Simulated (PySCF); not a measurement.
Compound: C₄H₃BF₂S.
Atom-mapped SMILES: `[F:1][B:2]([F:3])[c:4]1[cH:5][cH:6][s:7][cH:8]1` (hydrogens: H9 on C5; H10 on C6; H11 on C8)

Structure used (PBE0-D3(BJ)/def2-SVP), in Å, numbered top down from 1:
```xyz
11
C4H3BF2S angstrom
F     -2.7609    0.6854   -0.0795
B     -1.8163   -0.2128   -0.3107
F     -2.1856   -1.3294   -0.9170
C     -0.3527    0.0310    0.1029
C      0.7347   -0.8808   -0.0955
C      1.9271   -0.3992    0.3667
S      1.7493    1.1713    1.0491
C      0.0750    1.1906    0.7196
H      0.6241   -1.8590   -0.5656
H      2.9048   -0.8793    0.3457
H     -0.5292    2.0556    0.9930
```

Computed with core-valence-separated Tamm–Dancoff BHandHLYP/aug-pcX-1 (pcseg-1 on H, def2-SVPD on S) in PySCF, non-relativistic, gas phase, PBE0-D3(BJ)/def2-SVP geometry. No shift to experiment was applied.

(1) What does the B 1s absorption edge look like?

(2) Give energies, oscillator strengths and core holes at the F K edge.

(3) List the carbon K-edge absorption lines.

Answers

(1) 
```json
{"E (eV)": "189.43", "f": "0.0878", "core hole on": "B2", "main final orbital": "LUMO (55 %)", "polarisation": "out of plane"}
{"E (eV)": "193.35", "f": "0.0028", "core hole on": "B2", "main final orbital": "LUMO+1 (52 %)", "polarisation": "in plane"}
{"E (eV)": "193.59", "f": "0.0071", "core hole on": "B2", "main final orbital": "LUMO (41 %)", "polarisation": "out of plane"}
{"E (eV)": "194.50", "f": "0.0050", "core hole on": "B2", "main final orbital": "LUMO+2 (53 %)", "polarisation": "in plane"}
{"E (eV)": "194.64", "f": "0.0005", "core hole on": "B2", "main final orbital": "LUMO+5 (90 %)", "polarisation": "–"}
{"E (eV)": "194.78", "f": "0.0003", "core hole on": "B2", "main final orbital": "LUMO+1 (34 %)", "polarisation": "–"}
{"E (eV)": "194.98", "f": "0.0005", "core hole on": "B2", "main final orbital": "LUMO+6 (54 %)", "polarisation": "–"}
```

The first line with a tenth or more of the strongest one's intensity is at 189.43 eV (f = 0.088), with the hole on B2 (three-coordinate boron), polarised out of plane. It is also the strongest listed.

(2) 
```
E (eV)       f  core hole on          main final orbital  polarisation
684.70  0.0149            F3                 LUMO (68 %)  out of plane
684.74  0.0143            F1                 LUMO (64 %)  out of plane
686.59  0.0004            F1               LUMO+1 (42 %)             –
686.62  0.0004            F3               LUMO+1 (42 %)             –
687.39  0.0033            F1                 LUMO (31 %)  out of plane
687.58  0.0008            F3               LUMO+4 (35 %)             –
687.83  0.0038            F1                      spread      in plane
687.90  0.0036            F3               LUMO+6 (53 %)      in plane
688.06  0.0009            F3               LUMO+5 (90 %)             –
688.13  0.0026         F1/F3  LUMO+1 (2 roots, f summed)      in plane
```

The first line with a tenth or more of the strongest one's intensity is at 684.70 eV (f = 0.015), with the hole on F3 (boron-bound fluorine), polarised out of plane. It is also the strongest listed.

(3) 
```json
{"E (eV)": "282.76", "f": "0.0347", "core hole on": "C4", "main final orbital": "LUMO (81 %)", "polarisation": "out of plane"}
{"E (eV)": "282.96", "f": "0.0607", "core hole on": "C8", "main final orbital": "LUMO (89 %)", "polarisation": "out of plane"}
{"E (eV)": "283.29", "f": "0.0625", "core hole on": "C5", "main final orbital": "LUMO+3 (37 %)", "polarisation": "out of plane"}
{"E (eV)": "283.51", "f": "0.0610", "core hole on": "C6", "main final orbital": "LUMO (35 %)", "polarisation": "out of plane"}
{"E (eV)": "285.12", "f": "0.0017", "core hole on": "C5", "main final orbital": "LUMO (96 %)", "polarisation": "out of plane"}
{"E (eV)": "285.51", "f": "0.0003", "core hole on": "C4", "main final orbital": "LUMO+3 (42 %)", "polarisation": "–"}
{"E (eV)": "285.93", "f": "0.0375", "core hole on": "C6", "main final orbital": "spread", "polarisation": "in plane"}
{"E (eV)": "286.26", "f": "0.0307", "core hole on": "C4", "main final orbital": "spread (2 roots, f summed)", "polarisation": "out of plane"}
{"E (eV)": "286.31", "f": "0.0144", "core hole on": "C5", "main final orbital": "LUMO+1 (55 %)", "polarisation": "in plane"}
{"E (eV)": "286.37", "f": "0.0352", "core hole on": "C8", "main final orbital": "spread", "polarisation": "in plane"}
{"E (eV)": "286.43", "f": "0.0011", "core hole on": "C6", "main final orbital": "LUMO (61 %)", "polarisation": "out of plane"}
{"E (eV)": "286.63", "f": "0.0071", "core hole on": "C4", "main final orbital": "LUMO+2 (57 %)", "polarisation": "in plane"}
{"E (eV)": "286.68", "f": "0.0222", "core hole on": "C6", "main final orbital": "LUMO+1 (43 %)", "polarisation": "in plane"}
{"E (eV)": "287.00", "f": "0.0056", "core hole on": "C5", "main final orbital": "LUMO+2 (59 %)", "polarisation": "in plane"}
{"E (eV)": "287.11", "f": "0.0216", "core hole on": "C8", "main final orbital": "LUMO+1 (47 %)", "polarisation": "in plane"}
{"E (eV)": "287.32", "f": "0.0017", "core hole on": "C4", "main final orbital": "spread", "polarisation": "in plane"}
{"E (eV)": "287.35", "f": "0.0003", "core hole on": "C4", "main final orbital": "LUMO+6 (38 %)", "polarisation": "–"}
{"E (eV)": "287.43", "f": "0.0049", "core hole on": "C5", "main final orbital": "LUMO+1 (30 %)", "polarisation": "in plane"}
```

The first line with a tenth or more of the strongest one's intensity is at 282.76 eV (f = 0.035), with the hole on C4 (substituted aromatic carbon), polarised out of plane: a 1s→π* resonance. The strongest listed is at 283.29 eV (f = 0.062; C5, 1s→π*).

Roots within 0.03 eV whose holes lie on the same, on equivalent or on shared atoms are summed into one line, and the highest roots are left out, as the search may have cut off their partners. Final orbitals are the ground state's empty Kohn–Sham orbitals. A dash: too weak, shared between unlike atoms, or no plane or axis to refer to.

Task: What is the summed oscillator strength of the listed B K lines, and their intensity-weighted mean energy?

Result: Σf = 0.104 over 7 lines from 189.43 to 194.98 eV; the weighted mean is 190.13 eV. The strongest line holds 84 % of the sum.

The ionisation thresholds weren't computed; near and above them a finite basis only mimics Rydberg series and continuum.
